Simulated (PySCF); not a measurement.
CuF, charge -1, doublet, geometry from GFN2-xTB (such geometries of metal compounds can be far from the true shape) (the multiplicity is a formal guess) (in this run its highest filled SCF level lies above zero, so its values depend strongly on the basis, on diffuse functions most of all); B3LYP/def2-SV(P) (PySCF).

The PySCF input:
```python
from pyscf import gto, scf, dft

mol = gto.Mole()
mol.atom = '''
    Cu   -0.000000   -0.000000   -0.365149
    F     0.000000    0.000000    1.176591
'''
mol.basis = 'def2-sv(p)'
mol.charge = -1
mol.spin = 1
mol.verbose = 5
mol.build()

mf = dft.UKS(mol)
mf.xc = 'b3lyp'
mf.kernel()
```

It wrote (shortened):

```
PySCF version 2.14.0

[INPUT] verbose = 5
[INPUT] max_memory = 4000
[INPUT] num. atoms = 2
[INPUT] num. electrons = 39
[INPUT] charge = -1
[INPUT] spin (= nelec alpha-beta = 2S) = 1
[INPUT] symmetry False subgroup None
[INPUT] Mole.unit = angstrom
[INPUT] Symbol           X                Y                Z      unit          X                Y                Z       unit  Magmom
[...]
[INPUT] ---------------- BASIS SET ----------------
[INPUT] l, kappa, [nprim/nctr], expnt,             c_1 c_2 ...
[INPUT] Cu
[...]
                                11468.777499      0.010986749865
                                2609.4246495      0.054513652465
                                736.75033098      0.18990128258
                                239.82419958      0.38581959211
                                82.656829252      0.29790607498
[...]
                                18.834177695      0.65349301031
                                7.7176595741      0.44770534421
[...]
                                2.234989567       0.73464423031
                                0.87818360069     0.43273070874
[...]
                                233.69376116      0.070208282458
                                74.020930927      0.2732352222
                                26.664967447      0.53580792728
                                9.9192087478      0.34575794906
[...]
                                1.9638205828      0.56456592484
                                0.71560097037     0.24078584318
[...]
                                13.161666077      0.16810218684
                                4.3693777244      0.38477707982
                                1.4132925109      0.46147880178
[...]
[INPUT] F
[...]
                                435.4193912       -0.039904258866
                                98.843328866      -0.17912768038
                                27.485198001      -0.46758090825
                                8.5405498171      -0.4465313102
[...]
                                4.9872339257      -0.23754317067
                                1.3491613954      -0.51287353587
[...]
nuclear repulsion = 89.5840103066146
number of shells = 16
number of NR pGTOs = 90
number of NR cGTOs = 38
basis = def2-sv(p)
ecp = {}

******** <class 'pyscf.dft.uks.UKS'> ********
method = UKS
initial guess = minao
damping factor = 0
level_shift factor = 0
DIIS = <class 'pyscf.scf.diis.CDIIS'>
diis_start_cycle = 1
diis_space = 8
diis_damp = 0
SCF conv_tol = 1e-09
SCF conv_tol_grad = None
SCF max_cycles = 50
direct_scf = True
direct_scf_tol = 1e-13
number electrons alpha = 20  beta = 19
XC library pyscf.dft.libxc version 7.1.2
    S. Lehtola, C. Steigemann, M. J. T. Oliveira, and M. A. L. Marques,  SoftwareX 7, 1–5 (2018)
XC functionals = b3lyp
    P. J. Stephens, F. J. Devlin, C. F. Chabalowski, and M. J. Frisch,  J. Phys. Chem. 98, 11623 (1994)
radial grids:
    Treutler-Ahlrichs [JCP 102, 346 (1995); DOI:10.1063/1.469408] (M4) radial grids

becke partition: Becke, JCP 88, 2547 (1988); DOI:10.1063/1.454033
pruning grids: <function nwchem_prune>
grids dens level: 3
symmetrized grids: False
atomic radii adjust function: <function treutler_atomic_radii_adjust>
small_rho_cutoff = 0
Set gradient conv threshold to 3.16228e-05
atom Cu rad-grids = 90, ang-grids = [ 50  50  50  50  50  50  50  50  50  50  50  50  50  50  50  50  50  50
  50  50  50  50  50  50  50  50  50  50  86  86  86  86  86  86  86  86
  86  86  86  86  86  86  86  86 350 350 350 350 350 350 350 350 350 350
 350 434 434 434 434 434 434 434 434 434 434 434 434 434 434 434 434 434
 434 434 434 434 350 350 350 350 350 350 350 350 350 350 350 350 350 350]
atom F rad-grids = 75, ang-grids = [ 50  50  50  50  50  50  50  50  50  50  50  50  50  50  50  50  50  50
  50  50  50  50  86  86  86  86  86  86  86  86  86 266 266 266 266 266
 266 302 302 302 302 302 302 302 302 302 302 302 302 302 302 302 302 302
 302 302 266 266 266 266 266 266 266 266 266 266 266 266 266 266 266 266
 266 266 266]
tot_boxes 891, boxes in each direction [7 7 9]
Padding 2 grids
tot grids = 34904
nelec by numeric integration = [18.97667408 18.97667408]
E1 = -2608.6675185353993  E2 = 779.295383269027  Ecoul = 857.1663584019957  Exc = -77.87097513296874
init E= -1739.78812495976
cond(S) = 81.47785832254422

  alpha mo_energy =
[-3.22757558e+02 -3.85631422e+01 -3.37784424e+01 -3.37784424e+01
 -3.37781345e+01 -2.48765618e+01 -4.12254143e+00 -2.63217361e+00
 -2.61969979e+00 -2.61969979e+00 -1.26666868e+00 -5.65003527e-01
 -5.37601151e-01 -5.37601151e-01 -1.47241066e-01 -1.37690290e-01
 -1.37690264e-01 -1.28334112e-01 -1.28334112e-01 -7.31304032e-02
  7.33160663e-02  1.13231304e-01  1.13231304e-01  2.49055927e-01
  9.79306348e-01  1.02719823e+00  1.02719823e+00  1.09610757e+00
  1.09610786e+00  1.25453284e+00  1.25453284e+00  1.44284696e+00
  1.53016995e+00  2.94272254e+00  2.94272885e+00  2.99727266e+00
  3.07182186e+00  3.07182186e+00]
  beta  mo_energy =
[-3.22757558e+02 -3.85631422e+01 -3.37784424e+01 -3.37784424e+01
 -3.37781345e+01 -2.48765618e+01 -4.12254143e+00 -2.63217361e+00
 -2.61969979e+00 -2.61969979e+00 -1.26666868e+00 -5.65003527e-01
 -5.37601151e-01 -5.37601151e-01 -1.47241066e-01 -1.37690290e-01
 -1.37690264e-01 -1.28334112e-01 -1.28334112e-01 -7.31304032e-02
  7.33160663e-02  1.13231304e-01  1.13231304e-01  2.49055927e-01
  9.79306348e-01  1.02719823e+00  1.02719823e+00  1.09610757e+00
  1.09610786e+00  1.25453284e+00  1.25453284e+00  1.44284696e+00
  1.53016995e+00  2.94272254e+00  2.94272885e+00  2.99727266e+00
  3.07182186e+00  3.07182186e+00]
multiplicity <S^2> = 0.75  2S+1 = 2
nelec by numeric integration = [19.99999969 18.99999969]
E1 = -2602.7143395238354  E2 = 773.3469996606433  Ecoul = 850.8776479277126  Exc = -77.53064826706927
cycle= 1 E= -1739.78332955658  delta_E= 0.0048  |g|= 0.993  |ddm|= 1.22
  alpha mo_energy =
[-3.23572568e+02 -3.93466954e+01 -3.45834950e+01 -3.45664659e+01
[...]
  1.27008591e+00  1.27008637e+00  1.28018066e+00  1.28018066e+00
  1.28839994e+00  1.54977178e+00  1.54977178e+00  1.69128306e+00
  1.83328867e+00  3.36617427e+00  3.36618076e+00  3.39164106e+00
  3.47272449e+00  3.47272449e+00]
  beta  mo_energy =
[-3.22808627e+02 -3.86154644e+01 -3.38357253e+01 -3.38314826e+01
 -3.38314826e+01 -2.43651613e+01 -4.06580169e+00 -2.56895353e+00
 -2.55326862e+00 -2.55326862e+00 -8.39662560e-01 -1.83069901e-01
 -1.59249902e-01 -1.59249902e-01 -3.83956332e-02 -3.83934520e-02
 -1.92966849e-02 -1.92966849e-02  1.88506678e-02  1.38415613e-01
  2.54343205e-01  3.35190595e-01  3.35190595e-01  4.90196210e-01
  1.27301960e+00  1.27302093e+00  1.28765670e+00  1.28765670e+00
  1.30484744e+00  1.55420910e+00  1.55420910e+00  1.71656577e+00
  1.84040420e+00  3.36798591e+00  3.36799252e+00  3.39979590e+00
  3.47977247e+00  3.47977247e+00]
multiplicity <S^2> = 0.7542104  2S+1 = 2.004206
nelec by numeric integration = [19.99999964 18.99999965]
E1 = -2613.8608036525447  E2 = 784.2168663747856  Ecoul = 862.14541564644  Exc = -77.9285492716544
cycle= 9 E= -1740.05992697114  delta_E= -1.37e-07  |g|= 0.000107  |ddm|= 0.00174
  alpha mo_energy =
[-3.22809071e+02 -3.86256008e+01 -3.38506285e+01 -3.38367343e+01
 -3.38367343e+01 -2.43687971e+01 -4.08714768e+00 -2.60578679e+00
 -2.56872794e+00 -2.56872794e+00 -8.48840589e-01 -2.13794257e-01
 -1.63498065e-01 -1.63498065e-01 -5.04543563e-02 -5.04541940e-02
 -2.93477564e-02 -2.74062063e-02 -2.74062063e-02  6.01510453e-02
  2.33431244e-01  3.31174408e-01  3.31174408e-01  4.72599755e-01
  1.27005793e+00  1.27005839e+00  1.28015204e+00  1.28015204e+00
  1.28837594e+00  1.54975342e+00  1.54975342e+00  1.69125118e+00
  1.83327063e+00  3.36615539e+00  3.36616187e+00  3.39161386e+00
  3.47269943e+00  3.47269943e+00]
  beta  mo_energy =
[-3.22808693e+02 -3.86155264e+01 -3.38357904e+01 -3.38315441e+01
 -3.38315441e+01 -2.43651826e+01 -4.06585178e+00 -2.56900234e+00
 -2.55331684e+00 -2.55331684e+00 -8.39681273e-01 -1.83085024e-01
 -1.59275802e-01 -1.59275802e-01 -3.84389168e-02 -3.84367320e-02
 -1.93404660e-02 -1.93404660e-02  1.88386327e-02  1.38407870e-01
  2.54327819e-01  3.35173469e-01  3.35173469e-01  4.90179937e-01
  1.27299321e+00  1.27299454e+00  1.28762922e+00  1.28762922e+00
  1.30483170e+00  1.55419111e+00  1.55419111e+00  1.71654491e+00
  1.84038912e+00  3.36796753e+00  3.36797413e+00  3.39977586e+00
  3.47975351e+00  3.47975351e+00]
multiplicity <S^2> = 0.75421013  2S+1 = 2.0042057
nelec by numeric integration = [19.99999964 18.99999965]
E1 = -2613.862067597388  E2 = 784.2181303140655  Ecoul = 862.1467614881343  Exc = -77.9286311740688
cycle= 10 E= -1740.05992697671  delta_E= -5.56e-09  |g|= 1.45e-05  |ddm|= 0.000345
  alpha mo_energy =
[-3.22809081e+02 -3.86256122e+01 -3.38506411e+01 -3.38367450e+01
 -3.38367450e+01 -2.43688026e+01 -4.08715911e+00 -2.60580034e+00
 -2.56873809e+00 -2.56873809e+00 -8.48846862e-01 -2.13802685e-01
 -1.63504670e-01 -1.63504670e-01 -5.04633890e-02 -5.04632267e-02
 -2.93577868e-02 -2.74153405e-02 -2.74153405e-02  6.01491432e-02
  2.33429994e-01  3.31171514e-01  3.31171514e-01  4.72595673e-01
  1.27005261e+00  1.27005307e+00  1.28014637e+00  1.28014637e+00
  1.28837147e+00  1.54974917e+00  1.54974917e+00  1.69124469e+00
  1.83326602e+00  3.36615058e+00  3.36615707e+00  3.39160733e+00
  3.47269336e+00  3.47269336e+00]
  beta  mo_energy =
[-3.22808703e+02 -3.86155369e+01 -3.38358015e+01 -3.38315544e+01
 -3.38315544e+01 -2.43651871e+01 -4.06586107e+00 -2.56901144e+00
 -2.55332585e+00 -2.55332585e+00 -8.39685759e-01 -1.83088277e-01
 -1.59281583e-01 -1.59281583e-01 -3.84471609e-02 -3.84449755e-02
 -1.93487516e-02 -1.93487516e-02  1.88365968e-02  1.38406687e-01
  2.54325921e-01  3.35170193e-01  3.35170193e-01  4.90176582e-01
  1.27298801e+00  1.27298934e+00  1.28762372e+00  1.28762372e+00
  1.30482897e+00  1.55418709e+00  1.55418709e+00  1.71654095e+00
  1.84038540e+00  3.36796290e+00  3.36796951e+00  3.39977116e+00
  3.47974899e+00  3.47974899e+00]
multiplicity <S^2> = 0.75421022  2S+1 = 2.0042058
nelec by numeric integration = [19.99999964 18.99999965]
E1 = -2613.8623095415624  E2 = 784.2183722581361  Ecoul = 862.1470186887137  Exc = -77.92864643057764
cycle= 11 E= -1740.05992697681  delta_E= -1.04e-10  |g|= 2.75e-06  |ddm|= 5.82e-05
  alpha mo_energy =
[-3.22809077e+02 -3.86256082e+01 -3.38506369e+01 -3.38367410e+01
 -3.38367410e+01 -2.43688009e+01 -4.08715606e+00 -2.60579715e+00
 -2.56873521e+00 -2.56873521e+00 -8.48845581e-01 -2.13801045e-01
 -1.63503102e-01 -1.63503102e-01 -5.04608456e-02 -5.04606833e-02
 -2.93556299e-02 -2.74130447e-02 -2.74130447e-02  6.01496982e-02
  2.33430400e-01  3.31172249e-01  3.31172249e-01  4.72596595e-01
  1.27005404e+00  1.27005450e+00  1.28014782e+00  1.28014782e+00
  1.28837246e+00  1.54975018e+00  1.54975018e+00  1.69124608e+00
  1.83326701e+00  3.36615178e+00  3.36615827e+00  3.39160861e+00
  3.47269461e+00  3.47269461e+00]
  beta  mo_energy =
[-3.22808699e+02 -3.86155330e+01 -3.38357975e+01 -3.38315504e+01
 -3.38315504e+01 -2.43651854e+01 -4.06585823e+00 -2.56900861e+00
 -2.55332312e+00 -2.55332312e+00 -8.39684322e-01 -1.83086739e-01
 -1.59280006e-01 -1.59280006e-01 -3.84447486e-02 -3.84425632e-02
 -1.93464738e-02 -1.93464738e-02  1.88378434e-02  1.38407534e-01
  2.54326565e-01  3.35170986e-01  3.35170986e-01  4.90177542e-01
  1.27298941e+00  1.27299075e+00  1.28762515e+00  1.28762515e+00
  1.30482996e+00  1.55418816e+00  1.55418816e+00  1.71654233e+00
  1.84038647e+00  3.36796414e+00  3.36797075e+00  3.39977256e+00
  3.47975033e+00  3.47975033e+00]
multiplicity <S^2> = 0.7542102  2S+1 = 2.0042058
nelec by numeric integration = [19.99999964 18.99999965]
E1 = -2613.862090067543  E2 = 784.2181527841291  Ecoul = 862.1467870402486  Exc = -77.92863425611954
Extra cycle  E= -1740.0599269768  delta_E= 1.23e-11  |g|= 7.21e-06  |ddm|= 9.75e-06
converged SCF energy = -1740.0599269768  <S^2> = 0.7542102  2S+1 = 2.0042058
```
